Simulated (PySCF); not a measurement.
# What a mistake does to a calculation on B2H2OSi

All numbers below are calculated, not measured. The program is PySCF 2.14.0, an open-source quantum chemistry code, run on an isolated molecule that a program drew, which may never have been made. The molecule is B2H2OSi (charge 0, singlet), drawn as the SMILES string `O=BB[SiH]`.

Each row is a Hartree-Fock (HF) and frozen-core CCSD(T) single point in the cc-pV(D+d)Z basis, meant for a local HF minimum. Run 1 is clean. Each other run has one planted mistake out of seven kinds, and not every kind appears here: one electron removed, one electron added, multiplicity raised by two, geometry at a saddle point, minimal basis STO-3G, one bond length entered in bohr, all coordinates scaled. The reference is restricted for singlets and unrestricted otherwise, and also for a bond in bohr. Adding or removing an electron swaps singlet and doublet. Electrons count all cores. HOMO and LUMO are orbital energies over both spins, the gradient is its largest component, and the lowest frequency (negative if imaginary) is given only where the gradient is small. Bond lengths are over the 5 bonds as drawn. T1 is the CCSD diagnostic: over 0.02 (restricted) or 0.045 (unrestricted) a single reference is doubtful.

Geometry of the clean run:
```xyz
6
B2H2OSi, angstrom
O     1.3498    1.5432   -4.2490
B     0.6466    1.4480   -3.2956
B    -0.3608    1.2480   -1.9470
Si   -1.2461   -0.4838   -1.4512
H    -0.5625    2.2132   -1.2614
H    -0.0360   -0.8291   -0.5996
```

```
run  electrons  basis functions  <S^2>  HOMO (eV)  LUMO (eV)  gradient (hartree/bohr)  lowest frequency (cm^-1)  mean bond (Å)  longest bond (Å)      T1  HF (hartree)  CCSD(T) (hartree)                          mistake
  1         34               75  0.000      -9.46       0.00                  3.5e-05                       107         1.5223             2.007  0.0230    -414.30530         -414.77471                         no fault
  2         33               75  0.774     -17.81      -7.55                  2.8e-02                         -         1.5223             2.007  0.0281    -413.99447         -414.43532             one electron removed
  3         34               75  1.035     -10.00      -0.24                  1.5e-02                         -         1.7360             2.270  0.0735    -414.19782         -414.66094  one bond length entered in bohr
  4         34               75  0.000      -9.44       0.04                  2.2e-02                         -         1.5055             1.985  0.0228    -414.30455         -414.77254                                ?
```

**Which mistake was planted in run 4, and what did it cost?**

The mean and the longest bond both change by the same factor, 0.989, and the gradient is no longer small. So the mistake is: all coordinates scaled. Subtracting run 1 and multiplying by 627.51 kcal/mol a hartree, the energy moved by 0.5 kcal/mol in HF and 1.4 kcal/mol in CCSD(T).

Cautions from the logs. Run 1: T1 is over the limit, so its CCSD(T) energy is less reliable; run 3: T1 is over the limit, so its CCSD(T) energy is less reliable; run 4: T1 is over the limit, so its CCSD(T) energy is less reliable.
